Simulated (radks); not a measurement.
Results of a calculation; reference values are marked as such.
All-electron atom: Ho VII in [Kr] 4d10 4f9 5s2 5p4.

Level of theory: scalar-relativistic Kohn-Sham, PBE, spin-unpolarised, spherical densities, finite nucleus; Fermi nuclear charge, rms radius 5.2022 fm (a radial shooting solver on a logarithmic mesh with Libxc functionals).

Energy parts (hartree):
part                       energy
total                 -12605.5795
kinetic                13631.2336
electron-nucleus      -30690.0048
Hartree                 4720.2471
exchange-correlation    -267.0554

Orbitals (lengths in bohr, moments of r in powers of bohr; r(max) is where P^2 peaks):
\begin{tabular}{lrrr}
orbital & occ. & eigenvalue (hartree) & r(max) \\ \hline
1s & 2 & -2042.472 & 0.01312 \\
2s & 2 & -344.4410 & 0.07462 \\
2p & 6 & -305.5580 & 0.06061 \\
3s & 2 & -79.55572 & 0.2112 \\
3p & 6 & -67.66997 & 0.2077 \\
3d & 10 & -52.57966 & 0.1696 \\
4s & 2 & -18.38073 & 0.4834 \\
4p & 6 & -14.45748 & 0.5048 \\
4d & 10 & -9.15111 & 0.5215 \\
5s & 2 & -4.76756 & 1.099 \\
5p & 4 & -3.72896 & 1.223 \\
4f & 9 & -3.31827 & 0.5132 \\
\end{tabular}

The highest occupied level is 4f at -90.295 eV. Summed over all electrons, <r^2> = 24.89 bohr^2, which gives a Langevin (diamagnetic) susceptibility term of -19.7 x 10^-6 cm^3/mol.
